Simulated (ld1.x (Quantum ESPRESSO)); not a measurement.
# Before and after: TM potential for nitrogen

```json
{"Element": "nitrogen (N)", "Generator": "ld1.x (Quantum ESPRESSO) 7.5", "Type": "norm-conserving Troullier–Martins (Kleinman–Bylander form)", "Functional": "PBE", "Relativity": "non-relativistic", "Frozen core": "[He]", "Valence charge": "5", "Reference configuration": "2s2 2p3", "Partial waves": "2s (bound): rc 0.70 bohr; 2p (bound): rc 1.95 bohr", "Local potential": "all-electron potential smoothed inside 1.85 bohr (lloc = -2)", "Core correction": "a·sin(br)/r model core inside 0.35 bohr"}
```

Change: local potential the s channel.

Cutoffs: the cutoffs (Ry, on a coarse ladder) from which the occupation-weighted sum of valence levels, in a spherical-Bessel basis at the reference potential, stays within 10 and 1 mRy of its value at 400 Ry; they do not see the model core or the augmentation charge, which bear on the density cutoff. Errors are all-electron minus pseudo energies relative to the spin-unpolarised reference configuration.

Question: What does the change do?

Answer: The potential gets neither clearly harder nor softer (140 Ry and 300 Ry → 140 Ry and 300 Ry); of the 7 tests that both files solve, the error grows in 2 and shrinks in 1 by more than 15 % and 0.3 meV (median size 84.2 → 70.1 meV); neither file shows a bound ghost.

```tsv
quantity	base	changed
cutoff, loose	140 Ry	140 Ry
cutoff, tight	300 Ry	300 Ry
bound ghosts	none	none
error for 2s2 2p2, meV [ΔE 13.60 eV]	+30	+38
error for 2s2 2p1, meV [ΔE 42.46 eV]	+352	+364
error for 2s2 2p0, meV [ΔE 89.54 eV]	+1602	+1549
error for 2s2 2p2.5, meV [ΔE 5.10 eV]	+3.1	+5.1
error for 2s1 2p4, meV [ΔE 11.48 eV]	-3.9	-3.7
error for 2s1 2p0, meV [ΔE 167.31 eV]	+2598	+2507
error for 2s1 2p3, meV [ΔE 25.34 eV]	-84	-70
s: phases at 2.14 bohr within 0.05 rad from the reference energy up to (Ry; the scan ends near 5)	2.3	2.7
p: phases at 2.14 bohr within 0.05 rad from the reference energy up to (Ry; the scan ends near 5)	1.6	1.9
```
